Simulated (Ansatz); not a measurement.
The same path of B2H5NO (9 atoms, charge 0, multiplicity 1) was run twice with different band settings. The coordinate that changes most is the dihedral O2–B3–N4–H8.

Computed with RKS PBE0-D4/def2-SVP (Ansatz 0.2.0).

Relaxed end points:

```xyz
9
Properties=species:S:1:pos:R:3
B -0.474 1.535 -0.963
O 0.289 0.656 -0.282
B -0.120 -0.564 0.243
N 0.807 -1.312 0.960
H 0.053 2.551 -1.359
H -1.650 1.304 -1.163
H -1.250 -0.965 0.080
H 1.758 -0.998 1.111
H 0.586 -2.207 1.373
```

```xyz
9
Properties=species:S:1:pos:R:3
B -0.474 1.532 -0.968
O 0.294 0.640 -0.309
B -0.111 -0.580 0.216
N 0.799 -1.297 0.986
H 0.059 2.539 -1.378
H -1.659 1.322 -1.134
H -1.224 -1.010 0.009
H 0.581 -2.190 1.404
H 1.734 -0.956 1.174
```

Common settings: spring 5.0 eV/Å²; optimiser quadratic models (default); start path IDPP; force threshold 0.05 eV/Å; end points relaxed.

| run | movable images | climbing image | iteration limit |
| --- | --- | --- | --- |
| 1 | 7 | yes | 55 |
| 2 | 3 | no | 60 |

(1) What does each run give, and how far can it be trusted?

## Answers

(1) Run 1: converged after 14 iterations, highest image 1.076 eV above the first end. A vibrational analysis at the climbing image gives one clearly imaginary mode, 599i cm⁻¹: a first-order saddle point.
Run 2: converged after 14 iterations, highest image 1.076 eV above the first end. No image climbed, so the highest image needn't sit at the top of the path. So few images can step over the top or miss a turn of the path.
